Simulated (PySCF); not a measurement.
Calculation: TPSSh-D3(BJ)/def2-TZVP // B3LYP-D3(BJ)/def2-TZVP (PySCF). All species are isolated molecules in the gas phase. One relaxed conformer stands for a flexible species; it need not be the lowest. Excitations are Tamm–Dancoff values on a coarser integration grid. The basis has no diffuse functions, so Rydberg states are missing or too high.

Reference species (SMILES): `C(O[SiH3])=[SiH2]` (Si–C–O–Si torsion 0°) (neutral, multiplicity 1).

The S1 oscillator strength comes out as 0.001 and the brightest of the four lowest singlets (TDA) is 5.10 eV.

Changed species: `[SiH2]=C(O)[SiH3]` (H–O–C–Si torsion 161°).

Question: What does the change do to the S1 oscillator strength and brightest of the four lowest singlets (TDA)?

Answer: the S1 oscillator strength goes up by 0.017, to 0.018; the brightest of the four lowest singlets (TDA) decreases by 0.31 eV, to 4.79 eV.
